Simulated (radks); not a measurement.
Question: These are the eigenvalues of the occupied orbitals of an atom or ion with whole-number occupations (hartree). All-electron calculation, Dirac Kohn-Sham, PBE, spin-unpolarised, spherical densities, point nucleus. Program: a radial shooting solver on a logarithmic mesh with Libxc functionals.

1s1/2: -1265.779
2s1/2: -199.8630
2p1/2: -187.9821
2p3/2: -176.0497
3s1/2: -43.63037
3p1/2: -38.69306
3p3/2: -36.42538
3d3/2: -27.74125
3d5/2: -27.26189
4s1/2: -10.64957
4p1/2: -8.89597
4p3/2: -8.43914
4d3/2: -5.58741
4d5/2: -5.51168
5s1/2: -3.66415

Which element is it, and in what charge state? The configuration may be excited. Open shells, if any, are shared by 2j + 1.

Answer: Z = 54, xenon, charge +7: Xe7+ in [Kr] 4d10 5s1. The list shows which subshells hold electrons but not how many an open one holds; the 1s level, -1265.8 hartree, gives Z - s = 50.3 by -(Z - s)^2/2, which with screening and relativity narrows Z to a few neighbours, and the depths of the outer levels then fix element, charge and occupations together.
